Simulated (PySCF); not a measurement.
The vertical singlet excitations below were computed for one of the candidates. Theory: TDDFT CAM-B3LYP/def2-SVPD, vertical, gas phase, core orbitals frozen in the response in PySCF 2.14.0, density-fitted response routines. Geometries: PBE0-D3(BJ)/def2-SVP, one conformer each.

| state | ν̃ (cm⁻¹) | f | main configurations (H = HOMO, L = LUMO) |
| --- | --- | --- | --- |
| S1 | 39460 | 0.036 | H→L (75%), H-1→L+1 (13%) |
| S2 | 44000 | 0.0057 | H-2→L (84%), H-2→L+5 (11%) |
| S3 | 44360 | 0.186 | H-1→L (75%), H→L+1 (10%), H→L (10%) |
| S4 | 53080 | 0.478 | H→L+1 (62%), H-1→L+1 (16%), H-1→L (10%) |
| S5 | 54670 | 0.437 | H-1→L+1 (63%), H→L+1 (20%), H→L (9%) |
| S6 | 57530 | 0.0001 | H-3→L (94%) |
| S7 | 58370 | 0.0015 | H→L+2 (93%) |
| S8 | 59950 | 0.0020 | H-4→L (88%) |
| S9 | 60910 | 0.0037 | H-1→L+2 (87%) |
| S10 | 63760 | 0.0073 | H→L+3 (80%), H→L+4 (9%) |

Triplets computed (Tamm–Dancoff): 3.69, 4.05, 4.58, 4.98 eV.

Task: Which candidate is it? All have the formula C8H7FO.
A. `c1ccc(C(F)=O)cc1C`
B. `c1cc(C=O)ccc1CF`
C. `CC(=O)c1ccccc1F`

Result: A. Its S1, at 4.89 eV, is the highest among the candidates; the nearest of the others has S1 at 4.06 eV. S1 is HOMO→LUMO (75%), HOMO-1→LUMO+1 (13%). Löwdin shares by element: HOMO carbon 68% or more (atoms not listed hold the other 32%); LUMO carbon 44% or more, oxygen 14% (atoms not listed hold the other 42%). At the same level the other candidates give, for their lowest levels:
- `O=Cc1ccc(CF)cc1`: 3.91 eV (f 0.000); 5.01 eV (f 0.013); 5.29 eV (f 0.331); 6.39 eV (f 0.212); 6.56 eV (f 0.000); HOMO -8.86, LUMO -0.93 eV
- `CC(=O)c1ccccc1F`: 4.06 eV (f 0.000); 4.96 eV (f 0.038); 5.51 eV (f 0.218); 6.63 eV (f 0.242); 6.73 eV (f 0.017); T1 3.57 eV; HOMO -8.84, LUMO -0.78 eV

Shape of the structure used: `[CH3:1][c:2]1[cH:3][cH:4][cH:5][c:6]([C:7](=[O:8])[F:9])[cH:10]1`: C5–C6–C7–O8 179°.
